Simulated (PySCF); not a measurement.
```xyz
7

Si    -1.1667    -0.1518     0.1469
Ga     1.2040     0.1605    -0.1400
Br     2.6840    -1.6021    -0.3262
Br     2.1919     2.2443    -0.2605
H     -1.7681     1.1024     0.6500
H     -1.7499    -0.5025    -1.1685
H     -1.3933    -1.2556     1.1062
```

Charge 0, multiplicity 1.

Task: Give the Mulliken and meta-Löwdin atomic charges from M06-2X/def2-TZVP // B3LYP-D3(BJ)/def2-TZVP (PySCF 2.14.0).

Result: 
```csv
atom,Mulliken (e),meta-Löwdin (e)
Si1,-0.03,0.21
Ga2,0.58,0.51
Br3,-0.28,-0.27
Br4,-0.28,-0.27
H5,0.01,-0.06
H6,0.00,-0.06
H7,0.01,-0.06
```
